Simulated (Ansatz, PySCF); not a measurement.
Pair of molecules: HF (SMILES F) (first 2 atoms) with SO2 (SMILES O=S=O); geometry from B3LYP-D3(BJ)/def2-TZVP, rigid monomers moved along the line of their centres of mass till H2···O3 is 2.58 Å.
(charge 0, multiplicity 1):
```xyz
5

F      0.3508     0.5070    -0.6568
H      0.0840     0.7241     0.2106
O     -0.4673     0.5062     2.7197
S     -0.3257    -0.7269     3.4620
O     -0.6664    -0.7114     4.8548
```

Interaction energies are E(AB) − E(A) − E(B) at the monomers' geometry in the complex; basis-set methods are counterpoise corrected.

Correlated levels freeze the cores. CBS: X⁻³ extrapolation of the correlation energy, Hartree–Fock from the larger set.

Programs: Ansatz (Gaussian basis) for Hartree–Fock, density functionals and correlated methods; PySCF for the dispersion terms. 

Q: What is the computed interaction energy (B3LYP/def2-TZVPPD)?

A: -2.2 kcal/mol

Ansatz is an electronic-structure program.
